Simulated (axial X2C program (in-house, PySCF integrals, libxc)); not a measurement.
**Which molecule has these constants?**

Computed with an axial X2C code built on PySCF integrals, spin-free (one-electron X2C) or two-component (2c: spin–orbit coupling with atomic mean-field Coulomb and Gaunt terms, which also bring small scalar terms), in Dyall basis sets with cores contracted in-house; open shells are unrestricted.

A two-component PBE0 calculation in a Dyall 3-zeta basis gave Re = 1.667 Å, ωe = 1078.7 cm⁻¹, De = 5.99 eV, dipole magnitude 2.16 D, Ω = 0.

Which molecule is it?
A. SiSe
B. GeSe
C. CSe
D. SnSe

C. The others have SnSe 2.325 Å and 336.9 cm⁻¹ (Ω = 0); SiSe 2.063 Å and 589.1 cm⁻¹ (Ω = 0); GeSe 2.135 Å and 412.3 cm⁻¹ (Ω = 0).

Each entry is the lowest single determinant of a limited PBE0 search at one distance. De goes to single-determinant-based atoms at the same level (for ions the charge split of lowest energy) and is withheld (n/a) where an atom does not fit its ground term or J level. Main or longest-lived isotopes. Some light 2c atoms are not at their ground J level, so De misses part of their lowering (0.04 eV or less). The functionals have no current term, which raises determinants with orbital currents.
